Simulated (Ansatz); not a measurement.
Born–Oppenheimer molecular dynamics of CH$_{6}$BFO (10 atoms, charge 0, multiplicity 1). It starts at the highest image of a converged band. Of that band: Neighbouring images differ by up to 1.3 eV, so the band resolves the path poorly. A vibrational analysis at the climbing image gives one clearly imaginary mode, 1528i cm⁻¹: a first-order saddle point.

These are results of RHF/def2-SVP in Ansatz, not measurements.

```
ensemble                      : NVE (velocity Verlet)
time step                     : 0.5 fs
steps asked                   : 200
starting velocities drawn for : 300 K
seed                          : 9454
```

First frame:

```xyz
10
Properties=species:S:1:pos:R:3
B 0.030 0.566 -0.087
F -0.512 -0.574 1.033
C 1.391 0.083 -0.734
H 2.137 -0.215 0.009
H 1.222 -0.769 -1.396
H 1.820 0.883 -1.345
H -0.926 0.841 -0.750
O 0.146 1.447 1.140
H 1.035 1.638 1.403
H -0.269 0.396 1.555
```

Q: How far do the bonds stretch over the last three quarters of this one trajectory? (Pairs bonded in most of those frames.)

A: 
| bond | mean (Å) | spread (Å) | shortest | longest |
| --- | --- | --- | --- | --- |
| B1–F2 | 1.335 | 0.057 | 1.23 | 1.48 |
| B1–C3 | 1.586 | 0.043 | 1.51 | 1.66 |
| B1–H7 | 1.220 | 0.067 | 1.09 | 1.36 |
| C3–H4 | 1.095 | 0.023 | 1.05 | 1.13 |
| C3–H5 | 1.099 | 0.019 | 1.07 | 1.13 |
| C3–H6 | 1.097 | 0.041 | 1.03 | 1.17 |
| O8–H9 | 0.952 | 0.035 | 0.89 | 1.00 |
| O8–H10 | 0.950 | 0.035 | 0.90 | 1.01 |

Mean temperature of the second half: 1099 K. The conserved energy stayed within 0.59 meV per atom of its start (net change -0.05 meV per atom), so the integration is sound. The kinetic energy rose, since the run started high on the potential surface and went downhill. It ends in pieces (CH4BF + H2O), so much of that is their flight and rotation, not heat. A run of 0.1 ps of so small a system gives no equilibrium averages. The orbitals stay closed-shell, which can raise the energy where a bond breaks towards radicals; this wasn't checked here.

Run time: 2.8 min on 1 thread of Intel(R) Xeon(R) 6975P-C (Granite Rapids) (shared host), peak memory 0.15 GiB.
